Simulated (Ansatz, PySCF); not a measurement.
System: PH₄ (charge 0, doublet). 
Coordinates optimised at B3LYP-D3(BJ)/def2-TZVP (Ansatz, an electronic-structure program):
```
P
H 1 1.4076
H 1 1.4076 2 99.86
H 1 1.5230 2 92.92 3 93.47
H 1 1.5230 2 92.92 4 173.06
```
Charge 0, spin multiplicity 2.

Property: atomisation energy (electronic, to ground-state atoms), in kJ/mol. Cores are frozen in the correlated levels unless marked. UHF or UKS for open shells. Spin-orbit coupling is left out. No relativistic terms. The coupled-cluster limit lacks core correlation, which all-electron functionals hold. CBS marks a two-point X^-3 extrapolation of the correlation energy; Hartree-Fock from the larger set.

| level | program | atomisation energy (kJ/mol) | minus last row |
|---|---|---|---|
| TPSS/def2-TZVPD | PySCF | 1108.5 | 59.9 |
| TPSSh/def2-TZVPD | PySCF | 1103.8 | 55.2 |
| MP2/6-31G* | Ansatz | 795.7 | -252.9 |
| RI-MP2/def2-TZVPP | Ansatz | 969.8 | -78.8 |
| CCSD/cc-pV(D+d)Z | Ansatz | 937.6 | -111.0 |
| CCSD(T)/def2-TZVPPD | Ansatz | 1019.7 | -28.9 |
| CCSD(T)/CBS(def2-TZVPPD,def2-QZVPPD) | Ansatz | 1048.6 | 0.0 |
